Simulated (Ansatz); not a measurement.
Fe(NH2)2 (FeN₂H₄), 7 atoms. Hardware: 2 threads of Intel Xeon Platinum 8375C on a shared host.

The 6-31G sets use Cartesian d functions.

Q: How many basis functions does each of these Ansatz runs have, and roughly what does it cost? ωB97X-V/def2-TZVP, charge 0 singlet, energy, from earlier orbitals; CAM-B3LYP-D4/def2-TZVP, charge 0 triplet, energy, from earlier orbitals; PBE0-D4/def2-TZVP, charge 0 triplet, relaxation, 20 steps; CAM-B3LYP-D4/def2-TZVP, charge 1 sextet at the geometry of the charge 0 quintet, energy, from earlier orbitals; B3LYP-D4/6-31G, charge 0 quintet, energy, from earlier orbitals; r2SCAN-D4/def2-TZVP, charge 1 sextet at the geometry of the charge 0 quintet, energy, from earlier orbitals; r2SCAN0-D4/def2-TZVP, charge 0 triplet, energy, from earlier orbitals; ωB97M-V/def2-TZVP, charge 0 quintet, energy, from earlier orbitals; LDA (SPW92)/def2-TZVP, charge 0 triplet, energy, from earlier orbitals; BHLYP-D4/def2-TZVP, charge 0 singlet, energy, from earlier orbitals; revPBE-D4/def2-TZVP, charge 0 triplet, energy, from earlier orbitals; B3LYP-D4/def2-TZVP, charge 0 triplet, energy, from earlier orbitals.

A: Other jobs shared the machine, so times can vary by a factor of up to 3. A dash marks memory too small to be measured apart from the calling script's.

```csv
run,functions,fitting or Cholesky vectors,wall time,peak host memory (GiB)
"BHLYP-D4/def2-TZVP, charge 0 singlet, energy, from earlier orbitals",131,1081,5 s,–
"LDA (SPW92)/def2-TZVP, charge 0 triplet, energy, from earlier orbitals",131,922,7.5 s,–
"r2SCAN-D4/def2-TZVP, charge 1 sextet at the geometry of the charge 0 quintet, energy, from earlier orbitals",131,922,8 s,–
"B3LYP-D4/6-31G, charge 0 quintet, energy, from earlier orbitals",55,666,11 s,–
"CAM-B3LYP-D4/def2-TZVP, charge 1 sextet at the geometry of the charge 0 quintet, energy, from earlier orbitals",131,990,11 s,–
"ωB97X-V/def2-TZVP, charge 0 singlet, energy, from earlier orbitals",131,977,15 s,–
"revPBE-D4/def2-TZVP, charge 0 triplet, energy, from earlier orbitals",131,922,15 s,–
"B3LYP-D4/def2-TZVP, charge 0 triplet, energy, from earlier orbitals",131,999,22 s,–
"CAM-B3LYP-D4/def2-TZVP, charge 0 triplet, energy, from earlier orbitals",131,990,32 s,–
"ωB97M-V/def2-TZVP, charge 0 quintet, energy, from earlier orbitals",131,977,36 s,0.64
"r2SCAN0-D4/def2-TZVP, charge 0 triplet, energy, from earlier orbitals",131,1017,40 s,–
"PBE0-D4/def2-TZVP, charge 0 triplet, relaxation, 20 steps",131,1017,6.2 min,–
```
